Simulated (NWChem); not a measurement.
Species: WF6; SMILES [F][W]([F])([F])([F])([F])[F]

Program: NWChem. All runs use the structure optimised with PBE0/def2-SVP. Not confirmed as a minimum by frequencies. def2 effective core potentials on W; no spin-orbit coupling. Level SCAN/def2-SVP: energy and gradient on several grids; changes count from the extra-fine grid, which is no exact limit either.

```csv
grid,size of the energy change (μHa),largest change of a gradient component (μHa/bohr),"time, medium = 1 (rough)"
xcoarse,1000,7000,about 1
coarse,5000,2000,about 1
medium,20000,300,about 1
fine,1000,100,about 1
xfine,< 10,< 30,2
```
